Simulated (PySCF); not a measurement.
C₃H₄Cl₂Si.
Numbering: `[CH2:1]=[C:2]=[CH:3][SiH:4]([Cl:5])[Cl:6]` (hydrogens: H7, H8 on C1; H9 on C3; H10 on Si4)

Computed, not measured: PBE0-D3(BJ)/def2-SVP geometry optimisation, gas phase in PySCF 2.14.0.

(1) List the bond lengths, angles and torsions at this level.

Answers

(1) 
```csv
bond,length (Å)
C1=C2,1.306
C2=C3,1.311
C3–Si4,1.852
"Si4–Cl5, Si4–Cl6",2.059
"C1–H7, C1–H8",1.094
C3–H9,1.099
Si4–H10,1.483
```

Bonds in one row agree within 0.01 Å and their mean is given. A selection of angles:
```csv
angle,degrees
C2–C1–H7,120.9
H7–C1–H8,118.1
C1–C2–C3,178.0
C2–C3–Si4,122.0
C2–C3–H9,119.4
Si4–C3–H9,118.5
C3–Si4–Cl5,108.9
C3–Si4–H10,113.2
Cl5–Si4–Cl6,109.6
Cl5–Si4–H10,107.0
```

Dihedral angles: C2–C3–Si4–Cl5 127° (anticlinal). The mirror-image conformer, all signs reversed, is as good.

Si4 (chlorine-bound silicon) is distorted tetrahedral (angles from 107.0° to 113.2°).

Point group: C1 (no symmetry element, even within 0.4 Å). Whether it is a minimum is left open (no frequencies). One conformer, not necessarily the lowest.

Hardware: one thread, Arm Neoverse V1 (aarch64), no GPU, on a shared host. Cost: 25 s wall, 0.47 GiB resident at most. These figures are those of the optimisation.
